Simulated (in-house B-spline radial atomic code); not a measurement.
## Removing one electron from the phosphorus ion P³⁺

Closed shell [Ne] 3s2. Computed with an all-electron radial atomic-structure program (B-spline basis): Koopmans values of Dirac-Hartree-Fock plus a diagonal self-energy, in second order or with its direct term screened (direct RPA, with the hole-particle interaction, or full time-dependent Hartree-Fock), linearised in energy; no-pair Dirac-Coulomb Hamiltonian, finite nucleus. Shifts add to the Koopmans value (the ΔSCF shift is orbital relaxation alone); the final value takes TDHF screening with Breit and QED.

Command:
```bash
python run_mb.py task.json out
```
Settings (nuclear radius in fm, box in bohr, cutoff in hartree):
```
basis_form          2
Z                   15
core_configuration  [Ne] 3s2
rms_radius          3.1889
mass_number         31
speed_of_light      137.036
box_radius          13.958
lmax                7
intervals           64
virtual_cutoff      900.0
```

Cost of the run: 2.6 s on 1 thread of Intel(R) Xeon(R) 6975P-C, on a shared host.

Energies in eV:

```
subshell  Koopmans  ΔSCF shift  second order  direct RPA  hole-particle  TDHF  Breit + QED  final
   3s1/2     50.00      -0.194             ?           ?              ?     ?            ?      ?
```

Q: What does the self-energy do to 3s1/2?

A: It shifts the removal energy by 1.222 eV in second order, 0.664 with direct RPA, 0.767 with the hole-particle term and 1.049 with TDHF screening (quasi-particle weight 0.968); Breit and QED add -0.010 eV. The final value is 51.04 eV, against 51.444 eV (NIST, measured). The mixing of s² with p² in the ground state is caught to low order only, which falls short in light ions.
